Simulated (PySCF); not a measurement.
1-bromo-1,2,2-trichloroethene (C2BrCl3), SMILES ClC(Cl)=C(Cl)Br. Atoms are numbered in the order given.

```xyz
6

Cl     2.0222    -0.9720     0.0000
C      0.2964    -1.0025     0.0000
Cl    -0.4132    -2.5787     0.0000
C     -0.4566     0.1189     0.0000
Cl    -2.1809     0.0623     0.0000
Br     0.3052     1.8459     0.0000
```

Geometry optimised at B3LYP-D3(BJ)/def2-SVP.

Computed with HF/def2-TZVP run with PySCF.

Symmetry labels are those of the subgroup Cs that the program uses (full group Cs).

Computed valence orbital energies around the gap with their symmetry:
| orbital | symmetry | energy (eV) |
|---|---|---|
| HOMO−7 | A" | -14.25 |
| HOMO−6 | A' | -13.80 |
| HOMO−5 | A" | -13.41 |
| HOMO−4 | A' | -13.34 |
| HOMO−3 | A' | -12.96 |
| HOMO−2 | A" | -12.46 |
| HOMO−1 | A' | -11.68 |
| HOMO | A" | -9.86 |
| LUMO | A" | 2.62 |
| LUMO+1 | A' | 2.98 |
| LUMO+2 | A' | 4.03 |
| LUMO+3 | A' | 4.09 |
